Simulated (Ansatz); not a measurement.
Consider the homolysis of the B–Sn bond: `F[B](F)[SnH3]` → `F[B]F`• + `[SnH3]`•.

Calculated with Ansatz (gas phase, PBE0-D4/def2-TZVP geometries, no zero-point term in ΔE). CCSD(T)/CBS is the MP2 limit (def2-TZVPP, def2-QZVPP) plus CCSD(T) − MP2 in def2-TZVPP, frozen cores. This one scheme is used for every species. Functionals use def2-TZVPP. B3LYP here is the variant with VWN-RPA as its local correlation; programs differ in this. HSE06 is defined as in plane-wave codes. No spin–orbit coupling; open shells (•) take unrestricted orbitals. def2 core potentials past Kr. For Sn outer-core shells are correlated without core-valence functions, which leaves a few kJ/mol of doubt a bond.

(1) What is ΔE at CCSD(T)/CBS? (Estimate.)

(2) What do these levels give: B3LYP-D4, r2SCAN0-D4, HSE06-D4, BLYP, BHLYP, CAM-B3LYP, LC-ωPBE, MP2/def2-SVP, CCSD/def2-SVP, CCSD(T)/def2-SVP, MP2/CBS(def2), CCSD/CBS(def2)? (An estimate is asked.)

Largest T1 diagnostic among the species: 0.015.

Results:

(1) Ansatz gave: +78.9 kcal/mol.

(2) The calculation gave: B3LYP-D4 72.8, r2SCAN0-D4 70.4, HSE06-D4 73.8, BLYP 68.6, BHLYP 71.4, CAM-B3LYP 73.3, LC-ωPBE 73.6, MP2/def2-SVP 72.0, CCSD/def2-SVP 71.8, CCSD(T)/def2-SVP 72.7, MP2/CBS(def2) 78.8, CCSD/CBS(def2) 77.3 kcal/mol.

In def2-TZVPP, CCSD(T) changes the Hartree–Fock value by +23.4 kcal/mol (the triples alone add +1.6 kcal/mol) and MP2 by +23.3 kcal/mol; breaking electron pairs costs correlation energy, which Hartree–Fock lacks. The D4 term adds +2.0 kcal/mol with B3LYP and +1.1 kcal/mol with PBE0; it sums over pairs of atoms, weighted by their polarisabilities, and B3LYP, whose exchange is more repulsive, gets the larger term. Leaving LDA and LC-ωPBE aside and taking each functional with its dispersion term where it has one, the values, not all of them listed here, spread over 8.4 kcal/mol, from r2SCANh-D4 to ωB97X-V. LDA lies +12.1 kcal/mol from PBE without D4, its usual overbinding.
